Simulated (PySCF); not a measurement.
Static response to an electric field

C₅H₇ClN₂Si.
Atom-mapped SMILES: `[Cl:1][CH2:2][SiH2:3][c:4]1[cH:5][cH:6][n:7][cH:8][n:9]1` (hydrogens: H10, H11 on C2; H12, H13 on Si3; H14 on C5; H15 on C6; H16 on C8)

Structure used (GFN2-xTB), in Å, numbered top down from 1:
```
atom  x, y, z in Å
Cl1   -4.2557    0.2532    0.0384
C2    -2.5253    0.4835    0.4134
Si3   -1.4837   -0.4476   -0.8799
C4     0.3360   -0.1622   -0.4231
C5     1.4027   -0.6895   -1.1460
C6     2.6809   -0.3987   -0.6963
N7     2.8935    0.3489    0.3759
C8     1.8198    0.8056    0.9947
N9     0.5646    0.5912    0.6535
H10   -2.3425    1.5556    0.4115
H11   -2.3712    0.1139    1.4244
H12   -1.7739   -1.8834   -0.8367
H13   -1.7375    0.0837   -2.2218
H14    1.2303   -1.2978   -2.0189
H15    3.5660   -0.7674   -1.2003
H16    1.9884    1.4200    1.8712
```

Level: wB97X-D/def2-SVPD (PySCF), static field, nuclei fixed, core orbitals frozen in the response. The polarisability tensor in these axes (au):

```
x   144.10  -0.17   1.71
y    -0.17  84.88  15.82
z     1.71  15.82  96.32
```

Problem. What are the eigenvalues, a third of the trace, and Δα (Δα² = ½Σ(αi − αj)² over the three pairs)?

Solution. Principal values 73.76, 107.37 and 144.17 au; mean 108.43 au = 16.07 Å³ = 17.88 × 10⁻⁴⁰ C²·m²/J; Δα = 60.99 au (56 % of the mean).

Problem. What is the dipole moment, and where does it point?

Solution. (1.64, -0.86, -1.19) D, 2.20 D in size, pointing from the negative to the positive side. Measured along this direction, the outermost atoms are Cl1 at the negative end and H15 at the positive end.

Problem. In a dilute gas of rigid molecules at 500 K, how does the orientational term μ²/3kT compare with the electronic polarisability?

Solution. In Gaussian units μ²/3kT = 23.41 Å³ against 16.07 Å³, a ratio of 1.46; the Debye molar polarisation (4π/3)N_A(α + μ²/3kT) is 99.6 cm³/mol, leaving out the vibrational part.

Problem. Find the Langevin capture rate constant for NH4+ (18.034 u) meeting this molecule (158.007 u), k = 2.342 × 10⁻⁹ cm³/s × √(α in Å³ / reduced mass in u).

Solution. The reduced mass is 16.19 u, so k = 2.33 × 10⁻⁹ cm³/s. The formula leaves out the permanent dipole, which adds to the capture rate.

Problem. Refractivity n − 1 of an ideal gas of it at 400 K and 1 atm, from the electronic α?

Solution. N = p/kT = 1.8347 × 10¹⁹ cm⁻³, so n − 1 = 2π × N × 16.07 × 10⁻²⁴ cm³ = 1852 × 10⁻⁶ at long wavelengths.

Problem. Estimate the molar refractivity from the static electronic polarisability.

Solution. Lorentz–Lorenz: R = (4π/3)N_A α = 2.5225 cm³/(mol·Å³) × 16.07 Å³ = 40.5 cm³/mol, in the limit of long wavelengths.

The structure is a single GFN2-xTB conformer in the gas phase; no vibrational or solvent corrections.
